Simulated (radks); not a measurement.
Kinetic energies: the exact non-interacting value of the Kohn-Sham orbitals and orbital-free approximations, as 100 (|E| - |E exact|)/|E exact|, negative where the magnitude is too small. Species: Sr [Kr] 5s2; Sr2+ [Kr]; Cu [Ar] 3d10 4s1; P [Ne] 3s2 3p3. All-electron calculation, non-relativistic Kohn-Sham, PBE, spin-polarised, spherical densities, point nucleus. Program: a radial shooting solver on a logarithmic mesh with Libxc functionals. Every spin shell is full or empty, so the densities are truly spherical. Functionals are evaluated on that one density, not self-consistently.

functional            Sr     Sr2+       Cu        P
exact (hartree)  3131.29  3130.71  1639.11  340.654
Thomas-Fermi       -5.76    -5.76    -6.45    -7.37
TF + vW/9          -0.70    -0.70    -0.91    -0.49
LC94               +0.06    +0.06    -0.14    +0.19
APBEK              +0.13    +0.13    -0.05    +0.33
revAPBEK           +0.34    +0.34    +0.20    +0.70
Perdew 92          -0.69    -0.69    -0.89    -0.48
Pearson            -1.02    -1.02    -1.34    -1.59
LKT               +21.34   +21.35   +23.64   +31.39
PG1               +16.84   +16.86   +18.73   +25.48
Ernzerhof          -0.37    -0.37    -0.51    +0.16
